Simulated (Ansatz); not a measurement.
`C=C=[Se]` → 2 C• + 2 H• + Se•  (atomization)

Isolated molecules relaxed with PBE0-D4/def2-TZVP in Ansatz; ΔE leaves out vibrations. CCSD(T)/CBS adds triple-zeta CCSD(T) − MP2 to the extrapolated MP2 energy (def2 sets, frozen cores). This one scheme is used for every species, atoms too. Functionals use def2-TZVPP. No spin–orbit coupling; open shells (•) take unrestricted orbitals. Spin–orbit coupling would lower the free atoms: a little for C; clearly for Se. Bonds to Se are less sure, by a few kJ/mol each and by 10 to 20 or more in all where they break to atoms, as the def2 sets lack core-valence functions. Scalar relativity is left out up to krypton.

CCSD(T)/CBS gives +458.3 kcal/mol.

Q: Another level gave +450.0 kcal/mol. Which?
A. LDA (SPW92)/def2-TZVPP
B. r2SCAN0/def2-TZVPP
C. r2SCAN/def2-TZVPP
D. BLYP-D4/def2-TZVPP

A: B. r2SCAN0 450.0, r2SCAN 463.7, BLYP-D4 466.1, LDA (SPW92) 540.5 kcal/mol.

Largest T1 diagnostic among the species: 0.016.

From PBE to PBE0 (25 % exact exchange), in def2-TZVPP and without D4, ΔE moves by −16.6 kcal/mol: exact exchange takes away binding that semilocal exchange gives to molecules. Leaving LDA and LC-ωPBE aside and taking each functional with its dispersion term where it has one, the values, not all of them listed here, spread over 43.6 kcal/mol, from BHLYP-D4 to PBE-D4. LDA lies +61.7 kcal/mol from PBE without D4, its usual overbinding. The D4 term adds +3.2 kcal/mol with B3LYP and +1.6 kcal/mol with PBE0; it sums over pairs of atoms, weighted by their polarisabilities, and B3LYP, whose exchange is more repulsive, gets the larger term.

B3LYP here is the variant with VWN-RPA as its local correlation; programs differ in this.

For atomizations the MP2-based limit and the directly extrapolated one differ by several kJ/mol either way, and by 10 to 25 for some Ge, Se and Sn compounds, so smaller differences from it don't rank the levels.
